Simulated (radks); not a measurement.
Results of a calculation; reference values are marked as such.
Orbital eigenvalues (eV) of the magnesium ion Mg+, [Ne] 3s1, at several levels of relativity; Dirac values are averaged over j with weights 2j + 1. Spin-unpolarised spherical Kohn-Sham, PBEsol, point nucleus unless stated (finite: rms radius 3.057 fm), a radial shooting solver on a logarithmic mesh with Libxc functionals. A level marked "c x" has the speed of light scaled by that factor.

shell       non-rel.  scalar-rel.  scalar-rel., finite nucleus  Dirac, c x 0.75  change of magnitude, last against first (%)
1s           -1263.4      -1265.8                      -1265.8          -1267.6                                        +0.34
2s           -88.350      -88.656                      -88.656          -88.887                                        +0.61
2p           -55.631      -55.603                      -55.603          -55.571                                        -0.11
3s           -11.293      -11.310                      -11.310          -11.323                                        +0.27
3p (empty)   -7.0156      -7.0105                      -7.0105          -7.0062                                        -0.13
